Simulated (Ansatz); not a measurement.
The cluster Al6Ga, relaxed as a doublet with UKS PBE0-D4/def2-SVP in Ansatz, starting from packed atoms. Force threshold 0.02 eV/Å.

The relaxation made no stability test and no search for a lower SCF solution. The structure comes from a short search, and lower isomers may exist.

Start:

```xyz
7

Ga   -0.5861    2.3799    0.4677
Al    0.5576    0.5798    2.0068
Al   -1.3185    0.0566    0.6313
Al    0.1097   -1.8278   -1.5072
Al   -0.4703    0.5138   -1.9625
Al    1.4064    0.0173   -0.4113
Al    0.3012   -1.7195    0.7752
```

| step | energy (eV) | largest force component (eV/Å) | SCF passes |
| --- | --- | --- | --- |
| 1 | -91913.6573 | 3.032 | 59 |
| 2 | -91914.7019 | 1.044 | 40 |
| 3 | -91914.8781 | 0.389 | 52 |
| 4 | -91914.9081 | 0.152 | 47 |
| 5 | -91914.9158 | 0.063 | 40 |
| 6 | -91914.9173 | 0.035 | 36 |
| 7 | -91914.9208 | 0.062 | 39 |
| 8 | -91914.9334 | 0.258 | 55 |
| 9 | -91915.2960 | 1.109 | 71 |
| 10 | -91915.7137 | 0.502 | 41 |
| 11 | -91915.7976 | 0.751 | 45 |
| 12 | -91915.8986 | 0.217 | 34 |
| 13 | -91915.9724 | 0.255 | 36 |
| 14 | -91915.9913 | 0.219 | 36 |
| 15 | -91915.9981 | 0.395 | 40 |
| 16 | -91916.0301 | 0.190 | 33 |
| 17 | -91916.0403 | 0.148 | 36 |
| 18 | -91916.0432 | 0.158 | 37 |
| 19 | -91916.0530 | 0.047 | 30 |
| 20 | -91916.0559 | 0.033 | 33 |
| 21 | -91916.0565 | 0.020 | 33 |

Force components are those of the run's own axes.

End:

Cartesian coordinates in Å:
```
Ga -0.1016 2.0493 -0.1779
Al 0.5737 0.3611 2.0239
Al -1.8456 0.3402 1.0710
Al 0.9060 -1.5685 -1.8176
Al -1.1207 0.0768 -1.4094
Al 1.7820 0.3619 -0.2539
Al -0.1938 -1.6208 0.5639
```

Bonds lost: Al5–Al6 (atoms count from 1). Bonds formed: Ga1–Al6, Al5–Al7 (atoms count from 1). Metal–metal contacts that move far: Al6–Al7 2.38 to 2.92 Å, Ga1–Al5 3.07 to 2.54 Å.

No frequencies were taken in this run, so the end may be a saddle point.

Hardware: 4 threads of Arm Neoverse V1 on a shared host. Wall time 2.8 min, peak host memory 0.66 GiB.
